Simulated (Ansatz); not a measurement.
Geometry optimisation of the cluster Mg₃Te₃⁻.

```yaml
crystal:
  periodic: [false, false, false]
  atoms:
    - {symbol: Mg, position_ang: [-0.764425, 1.807609, 0.007560]}
    - {symbol: Mg, position_ang: [1.946830, -0.247126, 0.025330]}
    - {symbol: Mg, position_ang: [-1.178455, -1.555287, -0.034088]}
    - {symbol: Te, position_ang: [1.797880, 2.372916, 0.067848]}
    - {symbol: Te, position_ang: [-2.960505, 0.371816, -0.046839]}
    - {symbol: Te, position_ang: [1.158685, -2.749928, -0.019830]}
basis:
  gaussian: {orbitals: def2-SVPD}
total_charge: -1
magnetization: {spin_polarized: true, initial_magnetization: 1}
hamiltonian: {xc: pbe0, dispersion: d4}
scf: {lower_state_search: "off"}
output: {orbitals: {seedname: orbitals}}
relax: {f_tol: 0.02, max_steps: 100}
```

```sh
$ ansatz run in.yaml --threads 4 --pin off --events-out ev --progress --plain --max-ram 4787MiB
```

Shortened log:

```
Functional definition: PBE0
mean field -38208.71058055 eV, -1404.1442150411 hartree, gradient 3.0e-6 eV, S^2 0.761351; 0 other end points of the search recorded, 0 dependent functions left out
relax step   1: F+E_penalty+E_count = -38208.98987830 eV  Δ(F+E_penalty+E_count) = +0.000e0 eV  max|allowed force component| = 5.401e-1 eV/Å  Δτ_max = 0.0000 Å  (20 SCF iters, accepted)
mean field -38208.84823464 eV, -1404.1492737356 hartree, gradient 4.4e-6 eV, S^2 0.762880; 0 other end points of the search recorded, 0 dependent functions left out
relax step   2: F+E_penalty+E_count = -38209.12228437 eV  Δ(F+E_penalty+E_count) = -1.324e-1 eV  max|allowed force component| = 6.577e-2 eV/Å  Δτ_max = 0.1954 Å  (26 SCF iters, accepted)
mean field -38208.84912755 eV, -1404.1493065493 hartree, gradient 4.1e-6 eV, S^2 0.762557; 0 other end points of the search recorded, 0 dependent functions left out
relax step   3: F+E_penalty+E_count = -38209.12407109 eV  Δ(F+E_penalty+E_count) = -1.787e-3 eV  max|allowed force component| = 3.408e-2 eV/Å  Δτ_max = 0.0362 Å  (28 SCF iters, accepted)
mean field -38208.84997291 eV, -1404.1493376158 hartree, gradient 4.1e-6 eV, S^2 0.762660; 0 other end points of the search recorded, 0 dependent functions left out
relax step   4: F+E_penalty+E_count = -38209.12467116 eV  Δ(F+E_penalty+E_count) = -6.001e-4 eV  max|allowed force component| = 2.886e-3 eV/Å  Δτ_max = 0.0127 Å  (27 SCF iters, accepted)
mean field -38208.84996637 eV, -1404.1493373754 hartree, gradient 4.4e-6 eV, S^2 0.762657; 0 other end points of the search recorded, 0 dependent functions left out
relax step   5: F+E_penalty+E_count = -38209.12467895 eV  Δ(F+E_penalty+E_count) = -7.788e-6 eV  max|allowed force component| = 2.873e-3 eV/Å  Δτ_max = 0.0011 Å  (17 SCF iters, accepted)
mean field -38208.84990108 eV, -1404.1493349760 hartree, gradient 5.1e-6 eV, S^2 0.762547; 0 other end points of the search recorded, 0 dependent functions left out
relax step   6: F+E_penalty+E_count = -38209.12497825 eV  Δ(F+E_penalty+E_count) = -2.993e-4 eV  max|allowed force component| = 2.547e-2 eV/Å  Δτ_max = 0.0475 Å  (29 SCF iters, accepted)
mean field -38208.84774278 eV, -1404.1492556600 hartree, gradient 1.5e-6 eV, S^2 0.761922; 0 other end points of the search recorded, 0 dependent functions left out
relax step   7: F+E_penalty+E_count = -38209.12404294 eV  Δ(F+E_penalty+E_count) = +9.353e-4 eV  max|allowed force component| = 7.296e-2 eV/Å  Δτ_max = 0.1977 Å  (32 SCF iters, rejected (line search))
mean field -38208.85250718 eV, -1404.1494307483 hartree, gradient 2.1e-6 eV, S^2 0.762179; 0 other end points of the search recorded, 0 dependent functions left out
relax step   8: F+E_penalty+E_count = -38209.12786166 eV  Δ(F+E_penalty+E_count) = -2.883e-3 eV  max|allowed force component| = 3.360e-2 eV/Å  Δτ_max = 0.0988 Å  (31 SCF iters, accepted)
mean field -38208.85293579 eV, -1404.1494464995 hartree, gradient 4.5e-6 eV, S^2 0.761920; 0 other end points of the search recorded, 0 dependent functions left out
relax step   9: F+E_penalty+E_count = -38209.12892811 eV  Δ(F+E_penalty+E_count) = -1.066e-3 eV  max|allowed force component| = 5.548e-2 eV/Å  Δτ_max = 0.0873 Å  (29 SCF iters, accepted)
mean field -38208.85467467 eV, -1404.1495104024 hartree, gradient 3.4e-6 eV, S^2 0.761792; 0 other end points of the search recorded, 0 dependent functions left out
relax step  10: F+E_penalty+E_count = -38209.13138974 eV  Δ(F+E_penalty+E_count) = -2.462e-3 eV  max|allowed force component| = 5.987e-2 eV/Å  Δτ_max = 0.0564 Å  (29 SCF iters, accepted)
mean field -38208.85909445 eV, -1404.1496728263 hartree, gradient 3.6e-6 eV, S^2 0.761751; 0 other end points of the search recorded, 0 dependent functions left out
relax step  11: F+E_penalty+E_count = -38209.13787379 eV  Δ(F+E_penalty+E_count) = -6.484e-3 eV  max|allowed force component| = 7.582e-2 eV/Å  Δτ_max = 0.1540 Å  (26 SCF iters, accepted)
mean field -38208.86060924 eV, -1404.1497284938 hartree, gradient 2.2e-6 eV, S^2 0.761880; 0 other end points of the search recorded, 0 dependent functions left out
relax step  12: F+E_penalty+E_count = -38209.14059380 eV  Δ(F+E_penalty+E_count) = -2.720e-3 eV  max|allowed force component| = 3.985e-2 eV/Å  Δτ_max = 0.0667 Å  (28 SCF iters, accepted)
mean field -38208.86302731 eV, -1404.1498173562 hartree, gradient 1.8e-6 eV, S^2 0.762000; 0 other end points of the search recorded, 0 dependent functions left out
relax step  13: F+E_penalty+E_count = -38209.14169090 eV  Δ(F+E_penalty+E_count) = -1.097e-3 eV  max|allowed force component| = 2.764e-2 eV/Å  Δτ_max = 0.0450 Å  (28 SCF iters, accepted)
mean field -38208.86316896 eV, -1404.1498225617 hartree, gradient 2.3e-6 eV, S^2 0.761923; 0 other end points of the search recorded, 0 dependent functions left out
relax step  14: F+E_penalty+E_count = -38209.14197224 eV  Δ(F+E_penalty+E_count) = -2.813e-4 eV  max|allowed force component| = 2.911e-3 eV/Å  Δτ_max = 0.0080 Å  (30 SCF iters, accepted)
Total energy: -38209.14201257 eV, -1404.1600698752 hartree
Atom 0 at    -1.019240     2.101577     0.010839 Å, force    -0.002911    -0.000241    -0.000179 eV/Å
Atom 1 at     2.298701    -0.412937     0.032590 Å, force     0.000557    -0.002868    -0.000156 eV/Å
Atom 2 at    -1.014146    -1.338484    -0.034701 Å, force    -0.000298    -0.000387     0.000705 eV/Å
Atom 3 at     1.644789     2.170794     0.054054 Å, force     0.001936     0.002556     0.000237 eV/Å
Atom 4 at    -3.036981     0.317329    -0.045049 Å, force    -0.000588     0.001187    -0.000310 eV/Å
Atom 5 at     1.126887    -2.838277    -0.017752 Å, force     0.001304    -0.000247    -0.000297 eV/Å
Dipole moment:    -0.189467    -0.250061    -0.006490 e Å
Checks for a lower state left out: stability, starts, cluster_reference, orbital_swaps, neighbouring_geometries, increment
```

It took 2 min on 4 threads of Arm Neoverse V2 on a shared host, peak host memory 0.85 GiB.

In the def2 sets Te takes a core potential; there is no spin–orbit coupling. The structure comes from a short search, and lower isomers may exist.
